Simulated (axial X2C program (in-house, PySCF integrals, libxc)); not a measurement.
## GaC: nuclear properties from DFT to coupled cluster

Calculated with an in-house all-electron X2C program for linear molecules (integrals from PySCF): two-component X2C with atomic mean-field Coulomb and Gaunt terms, Gaussian nuclei, basis Ga dyall-acv3z, C dyall-av3z with contracted cores.

R = 1.999 Å (near the PBE0 minimum at charge 0 of the determinant lowest at the starting distance; the state shown can have its own minimum elsewhere); state Ω = 3/2 (⟨Sz⟩ = 1.50, ⟨Lz⟩ = 0.00 at PBE0).

```csv
level,Eeff magnitude (GV/cm),Ws magnitude Ga (kHz),A∥/gI Ga (MHz),qzz Ga (a.u.),A∥/gI C (MHz),μ (D)
PBE0,0.721,0.229,-71.6,-2.36,13.6,-2.16
HF,0.319,0.112,-122,-2.86,61,-1.68
B3LYP,0.776,0.245,-32.3,-2.27,28.6,-2.23
```

Eeff is the effective electric field on the electron electric dipole moment in this Ω state and Ws the scalar–pseudoscalar constant of the nucleus named (defined with the proton number Z and per Ω); A∥ (defined per Ω) follows by multiplying with gI = μI/(I μN); qzz is the electric field gradient, eQq0 = 234.96 MHz × Q/barn × qzz; μ is positive if the C end (last atom) is positive. The operators were transformed with the bare-nucleus X2C matrices; with these basis sets, hyperfine constants and field gradients can be off by tens of per cent, and where levels differ in sign neither size nor sign is settled.

Finite-field MP2, CCSD and CCSD(T), with 17 electrons correlated in 130 natural virtual spinors (MP2 remainder added):

```
  level  Eeff magnitude (GV/cm)  Ws magnitude Ga (kHz)  A∥/gI Ga (MHz)  qzz Ga (a.u.)  A∥/gI C (MHz)  μ (D)
    MP2                   0.258                 0.0987            -111          -2.47           27.1  -2.40
   CCSD                   0.535                  0.176           -62.9          -2.37           28.6  -2.27
CCSD(T)                   0.583                   0.19           -45.4          -2.29           29.5  -2.25
```

T1 = 0.027 (Lee–Taylor). One unrestricted determinant, the lowest of a limited PBE0 search, is the reference; the functionals treat spin collinearly. With several open shells it need not be a pure state. Eeff spreads by more than a factor of two over the levels. Correlation of the inner shells is missing, which matters for properties at the nucleus. Number of frozen shells: Ga 3 s, 2 p; C 1 s.

(1) By how much does correlation change each value, CCSD(T) against HF?

## Answers

(1) Eeff magnitude 83 %; Ws magnitude Ga 70 %; A∥/gI Ga -63 %; qzz Ga -20 %; A∥/gI C -52 %; μ 34 %.
